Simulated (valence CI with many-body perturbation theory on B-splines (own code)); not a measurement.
Values are calculated unless marked as measured or tabulated.
**Run record, Os⁶¹⁺**

Method: relativistic CI+MBPT: five valence electrons over a frozen Dirac-Fock core [Ne], radial functions for each j: 5 s, 5 p, 3 d, 2 f, with the one-electron correlation potential Σ1 (screened to all orders), the two-electron term Σ2, the three-electron term Σ3, Breit, model QED; selected single and double excitations, second order for the rest, scaled by the run's own slope (own B-spline code, finite nucleus).

Command, and the settings that its task file holds:

```sh
python run_cv.py task.json out
```

```
atom Os  Z=76  mass_number=192  rms_radius_fm=5.4126
core [Ne]
valence 3s2 3p3
avg = 1
basis = S
breit = 1
cap = 10000
capref = 1200
cscale = 1
de = 0.0
dress = 0
eps = 2e-08
extrap = 1
h = 0.27
hh = 1
l2 = 3
lcore = 6
maxit = 60
n2 = 5
natural = 0
nlev = 20
nno = [2, 2, 1, 1, 0]
nroot = 26
nsp = [3, 3, 2, 1, 0]
pt2 = 1
qed = 1
rpa = 1
s1 = 1
s2 = 1
s3 = 1
screen = 1
tol = 2e-05
whole = 1
```

It took 11 s on 1 thread of Arm Neoverse V2, with other jobs on the host.

Log. The first blocks belong to the next ion, which gives the ionisation energy. Fields: 2J, parity (1 odd), roots, reference size, generating configurations, candidates as configurations/state functions, variational space P, stored matrix elements, Davidson steps; e2 is the range of second-order energies in hartree. The first line gives the box (bohr), its intervals, the orbitals and the steps of their self-consistent field. Window is the range of levels sought, series limit the energy at which the first omitted orbital would enter, core excitation an estimate of the first excitation out of the core, left out the lowest levels not solved, and shifts from estimates the range by which levels moved from their first estimate, all in cm⁻¹.

```
rmax 1.4 intervals 54 orbitals 25 references ['3s2 3p3', '3s2 3p2 3d', '3s 3p4', '3s2 3p 3d2', '3s 3p3 3d'] scf 3 t 0.6
2J=0 par=0 roots 2 ref 24 generators 7 cand 1288/1892 P 509/717 nnz 0 it 0
2J=0 par=0 roots 2 ref 24 generators 8 cand 975/1555 P 703/1026 nnz 0 it 0
   second order: generators 13 cand 983/1609 e2 -0.00001 -0.00000
reference levels 559, estimated 65, window 6081774 1/cm; series limit 34460043, core excitation 70594110
2J=3 par=1 roots 3 ref 66 generators 9 cand 2390/18519 P 830/3581 nnz 1.4e+06 it 5
2J=3 par=1 roots 3 ref 66 generators 18 cand 2998/26935 P 1523/8106 nnz 6.3e+06 it 6
   second order: generators 26 cand 2413/24032 e2 -0.00005 -0.00001
2J=3 par=0 roots 7 ref 71 generators 12 cand 2979/26138 P 794/3597 nnz 1.4e+06 it 4
2J=3 par=0 roots 7 ref 71 generators 23 cand 3150/28432 P 1754/9990 nnz 9e+06 it 6
   second order: generators 30 cand 3108/30768 e2 -0.00006 -0.00002
2J=5 par=0 roots 7 ref 74 generators 13 cand 2977/30410 P 768/3598 nnz 1.5e+06 it 5
2J=5 par=0 roots 7 ref 74 generators 21 cand 3047/33136 P 1664/9988 nnz 9.3e+06 it 8
   second order: generators 33 cand 3306/40286 e2 -0.00012 -0.00003
2J=5 par=1 roots 2 ref 65 generators 7 cand 2323/20958 P 709/3549 nnz 1.5e+06 it 4
2J=5 par=1 roots 2 ref 65 generators 13 cand 2950/29331 P 1407/8474 nnz 7.2e+06 it 5
   second order: generators 23 cand 3095/39566 e2 -0.00005 -0.00002
2J=1 par=1 roots 2 ref 41 generators 8 cand 2163/10326 P 1028/3556 nnz 1.3e+06 it 4
2J=1 par=1 roots 2 ref 41 generators 15 cand 2503/13298 P 1455/5428 nnz 2.7e+06 it 5
   second order: generators 22 cand 2919/18553 e2 -0.00003 -0.00002
2J=1 par=0 roots 5 ref 44 generators 14 cand 2629/14305 P 1076/3556 nnz 1.3e+06 it 5
2J=1 par=0 roots 5 ref 44 generators 20 cand 2620/15031 P 1980/7700 nnz 4.8e+06 it 7
   second order: generators 27 cand 2688/16979 e2 -0.00002 -0.00001
2J=7 par=0 roots 4 ref 54 generators 10 cand 2723/27322 P 673/3573 nnz 1.6e+06 it 4
2J=7 par=0 roots 4 ref 54 generators 15 cand 2916/30184 P 1451/9787 nnz 1e+07 it 5
   second order: generators 22 cand 2672/30767 e2 -0.00003 -0.00002
2J=9 par=0 roots 1 ref 34 generators 2 cand 590/5206 P 563/2955 nnz 1.6e+06 it 4
2J=9 par=0 roots 1 ref 34 generators 8 cand 2288/20096 P 819/4454 nnz 2.9e+06 it 5
   second order: generators 15 cand 2893/27738 e2 -0.00003 -0.00003
2J=7 par=1 roots 1 ref 51 generators 5 cand 1847/17244 P 723/3522 nnz 1.5e+06 it 4
2J=7 par=1 roots 1 ref 51 generators 9 cand 2506/22480 P 1172/7056 nnz 5.4e+06 it 5
   second order: generators 15 cand 3035/37463 e2 -0.00004 -0.00004
left out: unestimated 8827295, estimated 6523120, shifts from estimates -105 to 2
operators 0.3
```

The Davidson iterations converged. The settings are bad on purpose, so the numbers may not be properties of the ion.

No measured spectrum was set against this ion. As an estimate, large intervals hold to a few tenths of a per cent, small ones and those within an open d or f shell to about a per cent.

```
Valence energy                            : -1316.015 hartree
Ionisation energy                         : 6505 eV (NIST: 6503 ± 12 eV (theoretical))
Reference configurations for the orbitals : 3s2 3p3, 3s2 3p2 3d, 3s 3p4, 3s2 3p 3d2, 3s 3p3 3d
Radial orbitals                           : 25
Box radius                                : 1.359 bohr
Largest variational space                 : 9990
Lowest levels                             : (3s^2 3p1/2^2 3p3/2) J=3/2 0.00, (3s^2 3p1/2^2 3d3/2) J=3/2 1918.2, (3s^2 3p1/2^2 3d5/2) J=5/2 2772.0, (3s^2 3p1/2 3p3/2^2) J=3/2 3140.0, (3s^2 3p1/2 3p3/2^2) J=5/2 3238.7, (3s^2 3p1/2 3p3/2^2) J=1/2 3367.6, (3s 3p1/2^2 3p3/2^2) J=5/2 4608.5, (3s 3p1/2^2 3p3/2^2) J=3/2 4854.8, (3s 3p1/2^2 3p3/2^2) J=1/2 4874.2, (3s^2 3p1/2 3p3/2 3d3/2) J=5/2 [a] 5035.7, (3s^2 3p1/2 3p3/2 3d3/2) J=1/2 [a] 5063.4, (3s^2 3p1/2 3p3/2 3d3/2) J=3/2 [a] 5066.6, (3s^2 3p1/2 3p3/2 3d3/2) J=7/2 5139.3, (3s^2 3p1/2 3p3/2 3d3/2) J=5/2 [b] 5389.5 × 10³ cm⁻¹
```

Levels are named by their leading jj configuration (3d3/2^4 stands for four electrons in 3d with j = 3/2), which in mixed levels can hold well under half, so a name can repeat and another be missing. Letters in brackets count levels of one name in rising energy.
